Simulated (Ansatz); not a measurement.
The same molecule with X = Ti, Zr, Hf. Ansatz, PBE0-D4/def2-TZVP geometries, multiplicity 1. Each molecule was computed in one conformer, which needn't be the lowest.

Elements past krypton have def2 core potentials. Scalar relativity is left out up to krypton.

| X | molecule | mean X–C bond length / Å | mean X–O bond length / Å | size of the dipole moment (ωB97M-V/def2-TZVPP) / D | size of the dipole moment (PBE/def2-TZVPP) / D | LUMO energy (PBE/def2-TZVPP) / eV |
| --- | --- | --- | --- | --- | --- | --- |
| Zr | `[OH][Zr]12345678([OH])([C@H]9[C@@H]1[C@@H]2[C@@H]3[C@H]94)[C@H]1[C@@H]5[C@@H]6[C@@H]7[C@H]18` | 2.549 | 1.992 | 1.13 | 0.89 | -1.17 |
| Hf | `[OH][Hf]12345678([OH])([C@H]9[C@@H]1[C@@H]2[C@@H]3[C@H]94)[C@H]1[C@@H]5[C@@H]6[C@@H]7[C@H]18` | 2.547 | 1.990 | 1.04 | 0.81 | -0.95 |

Give the row for X = Ti, `[OH][Ti]12345678([OH])([C@H]9[C@@H]1[C@@H]2[C@@H]3[C@H]94)[C@H]1[C@@H]5[C@@H]6[C@@H]7[C@H]18`. (Best estimate.)

The calculation gave: 
```tsv
X	molecule	mean X–C bond length / Å	mean X–O bond length / Å	size of the dipole moment (ωB97M-V/def2-TZVPP) / D	size of the dipole moment (PBE/def2-TZVPP) / D	LUMO energy (PBE/def2-TZVPP) / eV
Ti	`[OH][Ti]12345678([OH])([C@H]9[C@@H]1[C@@H]2[C@@H]3[C@H]94)[C@H]1[C@@H]5[C@@H]6[C@@H]7[C@H]18`	2.411	1.879	1.19	0.92	-2.05
```

From Ti to Hf the mean X–C bond length isn't monotonic: highest at Zr, lowest at Ti; the mean X–O bond length isn't monotonic: highest at Zr, lowest at Ti; the LUMO energy (PBE/def2-TZVPP) rises at each step, by 1.10 eV in all. Dipoles are sizes alone, and their direction can turn along the series.

Positive LUMOs are unbound, so they and the gaps depend on the basis.
